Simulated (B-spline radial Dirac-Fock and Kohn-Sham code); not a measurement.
Method: Dirac-Fock (average of configuration) total-energy differences with a finite nucleus, the Breit interaction including its frequency dependence, and self-energy and vacuum-polarisation corrections. Computed with a radial finite-basis atomic code. No correlation.

**Question.** Identify the element and charge state from the binding energies below (tabulated ground configuration; the least bound level is included).

| level | binding energy (eV) |
| --- | --- |
| 1s | 19114.6 |
| 2s | 3616.4 |
| 2p1/2 | 3394.5 |
| 3s | 1301.0 |
| 3p | 1211.6 |

**Answer.** Zr²⁴⁺: Z = 40 with 16 electrons, [Ne] 3s2 3p4. The hydrogen-like estimate √(E/Ry) = 37.5 for the K level lies 2.5 below Z; the outermost level, at 1211.6 eV, fixes the charge.

**Question.** Identify the element and charge state from the binding energies below (tabulated ground configuration; the least bound level is included).

| level | binding energy (eV) |
| --- | --- |
| 1s | 20028.2 |
| 2p3/2 | 2550.5 |
| 3p3/2 | 424.9 |
| 3d5/2 | 255.9 |
| 4s | 95.66 |
| 4p3/2 | 63.88 |
| 4d | 25.26 |

**Answer.** Mo²⁺: Z = 42 with 40 electrons, [Kr] 4d4. The hydrogen-like estimate √(E/Ry) = 38.4 for the K level lies 3.6 below Z (screening lowers it, relativity raises it); the outermost level, at 25.26 eV, fixes the charge.
